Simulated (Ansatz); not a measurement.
Program: Ansatz. Geometries: PBE0-D4/def2-TZVP. ΔE: electronic, gas phase. CCSD(T)/CBS adds triple-zeta CCSD(T) − MP2 to the extrapolated MP2 energy (def2 sets, frozen cores). This one scheme is used for every species. Functionals use def2-TZVPP. For Ge outer-core shells are correlated without core-valence functions, which leaves a few kJ/mol of doubt a bond. Scalar relativity is left out up to krypton. One conformer a species, not always the lowest.

Reaction (formal exchange of groups at a C–C bond): `N=CC(N)=O` + `[SH][GeH3]` → `N=[CH][GeH2][SH]` + `NC=O`

```json
{"level": "r2SCAN-D4", "ΔE (kJ/mol)": "26.6", "difference from CCSD(T)/CBS": "5.4"}
{"level": "PBE0-D4", "ΔE (kJ/mol)": "25.6", "difference from CCSD(T)/CBS": "4.4"}
{"level": "ωB97X-V", "ΔE (kJ/mol)": "26.1", "difference from CCSD(T)/CBS": "4.9"}
{"level": "ωB97M-V", "ΔE (kJ/mol)": "24.7", "difference from CCSD(T)/CBS": "3.5"}
{"level": "PBE0", "ΔE (kJ/mol)": "26.0", "difference from CCSD(T)/CBS": "4.8"}
{"level": "SCS-MP2/def2-TZVPP", "ΔE (kJ/mol)": "20.2", "difference from CCSD(T)/CBS": "-1.0"}
{"level": "HF/def2-QZVPP", "ΔE (kJ/mol)": "27.2", "difference from CCSD(T)/CBS": "6.0"}
{"level": "HF/CBS(def2)", "ΔE (kJ/mol)": "27.3", "difference from CCSD(T)/CBS": "6.1"}
{"level": "MP2/CBS(def2)", "ΔE (kJ/mol)": "19.8", "difference from CCSD(T)/CBS": "-1.4"}
{"level": "CCSD/CBS(def2)", "ΔE (kJ/mol)": "21.2", "difference from CCSD(T)/CBS": "0.0"}
{"level": "CCSD(T)/CBS", "ΔE (kJ/mol)": "21.2", "difference from CCSD(T)/CBS": "0"}
```

Largest T1 diagnostic among the species: 0.016.

In def2-TZVPP, CCSD(T) changes the Hartree–Fock value by −5.1 kJ/mol (the triples alone add −0.1 kJ/mol) and MP2 by −6.5 kJ/mol. From PBE to PBE0 (25 % exact exchange), in def2-TZVPP and without D4, ΔE moves by +3.6 kJ/mol.
